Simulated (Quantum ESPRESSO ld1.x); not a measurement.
These are the eigenvalues of the occupied orbitals of an atom or ion with whole-number occupations (eV). Calculated with ld1.x of Quantum ESPRESSO 7.5: scalar-relativistic Kohn-Sham, LDA (Slater exchange, VWN5 correlation), spin-polarised, spherical densities, point nucleus.

orbital  eigenvalue
1s up      -22236.3
1s down    -22230.6
2s up      -4318.69
2s down    -4313.46
2p up      -4021.18
2p down    -4014.92
3s up      -1625.63
3s down    -1608.80
3p up      -1530.57

Which element is it, and in what charge state? The configuration may be excited. Open shells, if any, are filled with parallel spins first.

Answer. Z = 43, technetium, charge +28: Tc28+ in [Ne] 3s2 3p3. The list shows which subshells hold electrons but not how many an open one holds; the 1s level, -817.17 hartree, gives Z - s = 40.4 by -(Z - s)^2/2, which with screening and relativity narrows Z to a few neighbours, and the depths of the outer levels then fix element, charge and occupations together.
